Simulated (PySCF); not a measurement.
A structure optimised at B3LYP-D3(BJ)/def2-SVP, used in a PySCF frequency run:

```
Al
O 1 1.6982
H 2 0.9611 1 123.62
O 1 1.6982 2 120.00 3 180.00
H 4 0.9611 1 123.62 2 0.00
O 1 1.6982 2 120.00 3 0.00
H 6 0.9611 1 123.62 2 180.00
```

Q: Write its SMILES, formula and point group.

A: [OH][Al]([OH])[OH], AlH₃O₃, C3h

Q: What are its rotational constants (standard atomic weights)?

A: 6.5041, 6.5041, 3.2520 GHz
